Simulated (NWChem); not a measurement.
The numbers come from NWChem runs, not from measurements. System: diiodomethane (CH₂I₂), charge 0, spin multiplicity 1, at a geometry optimised with B3LYP/def2-SVP with def2 effective core potentials on I. Level: TD-PBE0/def2-SVP with def2 effective core potentials on I.

Input file:

```
start mol
memory heap 200 mb stack 900 mb global 1100 mb
geometry units angstroms nocenter noautoz
  I      1.839079     0.000000     0.090760
  C      0.000000     0.000000    -1.048982
  I     -1.839079     0.000000     0.090760
  H      0.000000     0.904558    -1.663358
  H      0.000000    -0.904558    -1.663358
  symmetry group C2v
end
basis spherical
  * library def2-svp
end
ecp
  I library def2-ecp
end
dft
  xc pbe0
  semidirect memsize 60000000 filesize 0
  iterations 100
end
tddft
  rpa
  nroots 8
  notriplet
  thresh 1e-4
end
task tddft energy
```

NWChem printed:

```
             Northwest Computational Chemistry Package (NWChem) 7.3.0
             --------------------------------------------------------

                                NWChem Input Module
                                -------------------

 Scaling coordinates for geometry "geometry" by  1.889725989
 (inverse scale =  0.529177249)

 Turning off AUTOSYM since
 SYMMETRY directive was detected!

                             Geometry "geometry" -> ""
                             -------------------------

 Output coordinates in angstroms (scale by  1.889725989 to convert to a.u.)

  No.       Tag          Charge          X              Y              Z
 ---- ---------------- ---------- -------------- -------------- --------------
    1 I                   53.0000     1.83907900     0.00000000     0.09076000
    2 C                    6.0000     0.00000000     0.00000000    -1.04898200
    3 I                   53.0000    -1.83907900     0.00000000     0.09076000
    4 H                    1.0000     0.00000000     0.90455800    -1.66335800
    5 H                    1.0000     0.00000000    -0.90455800    -1.66335800

 Effective nuclear repulsion energy (a.u.)     607.3704761000

            Nuclear Dipole moment (a.u.)
            ----------------------------
        X                 Y               Z
 ---------------- ---------------- ----------------
     0.0000000000     0.0000000000    -0.0000907068

      Symmetry information
      --------------------

 Group name             C2v
 Group number             16
 Group order               4
 No. of unique centers     3

      Symmetry unique atoms

     1    2    4


 Summary of "ao basis" -> "" (spherical)
 ------------------------------------------------------------------------------
       Tag                 Description            Shells   Functions and Types
 ---------------- ------------------------------  ------  ---------------------
 *                          def2-svp                  on all atoms

                                 NWChem DFT Module
                                 -----------------

 Summary of "ao basis" -> "ao basis" (spherical)
 ------------------------------------------------------------------------------
       Tag                 Description            Shells   Functions and Types
 ---------------- ------------------------------  ------  ---------------------
 I                          def2-svp                10       26   4s4p2d
 C                          def2-svp                 6       14   3s2p1d
 H                          def2-svp                 3        5   2s1p

 Summary of "ao basis" -> "ao basis" (spherical)
 ------------------------------------------------------------------------------
       Tag                 Description            Shells   Functions and Types
 ---------------- ------------------------------  ------  ---------------------
 I                          def2-svp                10       26   4s4p2d
 C                          def2-svp                 6       14   3s2p1d
 H                          def2-svp                 3        5   2s1p

      Symmetry analysis of basis
      --------------------------

        a1         29
        a2         10
        b1         22
        b2         15

            General Information
            -------------------
          SCF calculation type: DFT
          Wavefunction type:  closed shell.
          No. of atoms     :     5
          No. of electrons :    58
           Alpha electrons :    29
[...]
     Transition Moments   YY -0.00000  YZ -0.00000  ZZ  0.00000
     Dipole Oscillator Strength                    0.0000000000
     Electric Quadrupole                           0.0000000088
     Magnetic Dipole                               0.0000011768
     Total Oscillator Strength                     0.0000011856

          sigma_e =   2.2735 Angstrom
          sigma_h =   2.3165 Angstrom
         |d_h->e| =   0.2381 Angstrom
            d_exc =   3.0803 Angstrom
            d_CD1 =   0.2811 Angstrom
            d_CD2 =  -2.0569 Angstrom
            d_CD3 =   3.3183 Angstrom
     Pearson C.C. =   0.1048

     Occ.   27  a2  ---  Virt.   30  a1  -0.99063 X
     Occ.   28  b2  ---  Virt.   31  b1  -0.13547 X
  ----------------------------------------------------------------------------
  Root   4 singlet a1             0.167502265 a.u.                4.5580 eV
  ----------------------------------------------------------------------------
     Transition Moments    X -0.00000   Y -0.00000   Z -0.00383
     Transition Moments   XX -0.70299  XY  0.00000  XZ -0.00000
     Transition Moments   YY  0.05229  YZ -0.00000  ZZ -0.37239
     Dipole Oscillator Strength                    0.0000016354
     Electric Quadrupole                           0.0000000036
     Magnetic Dipole                               0.0000000000
     Total Oscillator Strength                     0.0000016390

          sigma_e =   2.2782 Angstrom
          sigma_h =   2.2734 Angstrom
         |d_h->e| =   0.2554 Angstrom
            d_exc =   3.0334 Angstrom
            d_CD1 =   0.2602 Angstrom
            d_CD2 =  -2.0204 Angstrom
            d_CD3 =   3.2888 Angstrom
     Pearson C.C. =   0.1180

     Occ.   26  a1  ---  Virt.   30  a1   0.98563 X
     Occ.   29  b1  ---  Virt.   31  b1  -0.16609 X
  ----------------------------------------------------------------------------
  Root   5 singlet a1             0.203137298 a.u.                5.5276 eV
  ----------------------------------------------------------------------------
     Transition Moments    X -0.00000   Y -0.00000   Z -0.03566
     Transition Moments   XX -1.42166  XY  0.00000  XZ -0.00000
     Transition Moments   YY  0.00159  YZ  0.00000  ZZ  0.98323
     Dipole Oscillator Strength                    0.0001721809
     Electric Quadrupole                           0.0000000653
     Magnetic Dipole                               0.0000000000
     Total Oscillator Strength                     0.0001722462

          sigma_e =   2.2267 Angstrom
          sigma_h =   2.3555 Angstrom
         |d_h->e| =   0.3335 Angstrom
            d_exc =   3.4523 Angstrom
            d_CD1 =   0.4623 Angstrom
            d_CD2 =  -1.9576 Angstrom
            d_CD3 =   3.7858 Angstrom
     Pearson C.C. =  -0.1240

     Occ.   26  a1  ---  Virt.   30  a1   0.16658 X
     Occ.   29  b1  ---  Virt.   31  b1   0.98540 X
  ----------------------------------------------------------------------------
  Root   6 singlet a2             0.208776420 a.u.                5.6811 eV
  ----------------------------------------------------------------------------
     Transition Moments    X -0.00000   Y -0.00000   Z  0.00000
     Transition Moments   XX  0.00000  XY -0.34810  XZ -0.00000
     Transition Moments   YY -0.00000  YZ -0.00000  ZZ -0.00000
     Dipole Oscillator Strength                    0.0000000000
     Electric Quadrupole                           0.0000000059
     Magnetic Dipole                               0.0000000213
     Total Oscillator Strength                     0.0000000271

          sigma_e =   2.2200 Angstrom
          sigma_h =   2.2899 Angstrom
         |d_h->e| =   0.2913 Angstrom
            d_exc =   3.3865 Angstrom
            d_CD1 =   0.3612 Angstrom
            d_CD2 =  -1.9637 Angstrom
            d_CD3 =   3.6778 Angstrom
     Pearson C.C. =  -0.1192

     Occ.   27  a2  ---  Virt.   30  a1  -0.13537 X
     Occ.   28  b2  ---  Virt.   31  b1   0.98991 X
  ----------------------------------------------------------------------------
  Root   7 singlet b2             0.215702017 a.u.                5.8696 eV
  ----------------------------------------------------------------------------
     Transition Moments    X -0.00000   Y -0.03198   Z  0.00000
     Transition Moments   XX  0.00000  XY  0.00000  XZ -0.00000
     Transition Moments   YY  0.00000  YZ  0.61573  ZZ  0.00000
     Dipole Oscillator Strength                    0.0001470392
     Electric Quadrupole                           0.0000000203
     Magnetic Dipole                               0.0000002823
     Total Oscillator Strength                     0.0001473417

          sigma_e =   2.2222 Angstrom
          sigma_h =   2.3165 Angstrom
         |d_h->e| =   0.3622 Angstrom
            d_exc =   3.3820 Angstrom
            d_CD1 =   0.4565 Angstrom
            d_CD2 =  -1.9071 Angstrom
            d_CD3 =   3.7442 Angstrom
     Pearson C.C. =  -0.0974

     Occ.   27  a2  ---  Virt.   31  b1  -0.99337 X
     Occ.   28  b2  ---  Virt.   30  a1   0.10955 X
  ----------------------------------------------------------------------------
  Root   8 singlet b1             0.225492336 a.u.                6.1360 eV
  ----------------------------------------------------------------------------
     Transition Moments    X -0.78278   Y -0.00000   Z -0.00000
     Transition Moments   XX -0.00000  XY -0.00000  XZ -0.97385
     Transition Moments   YY -0.00000  YZ -0.00000  ZZ  0.00000
     Dipole Oscillator Strength                    0.0921126377
     Electric Quadrupole                           0.0000000579
     Magnetic Dipole                               0.0000009880
     Total Oscillator Strength                     0.0921136836

          sigma_e =   2.2273 Angstrom
          sigma_h =   2.2573 Angstrom
         |d_h->e| =   0.3366 Angstrom
            d_exc =   3.4640 Angstrom
            d_CD1 =   0.3667 Angstrom
            d_CD2 =  -1.9056 Angstrom
            d_CD3 =   3.8006 Angstrom
     Pearson C.C. =  -0.1820

     Occ.   25  b1  ---  Virt.   30  a1   0.23190 X
     Occ.   26  a1  ---  Virt.   31  b1   0.95739 X
     Occ.   29  b1  ---  Virt.   30  a1   0.16277 X

              Target root =      1
          Target symmetry = none
      Ground state energy =   -634.644093320635
        Excitation energy =      0.153061069703
     Excited state energy =   -634.491032250932

  stored tddft:energy   -634.49103225093222

 Task  times  cpu:       48.3s     wall:       48.3s

 Total times  cpu:       48.3s     wall:       48.3s
```
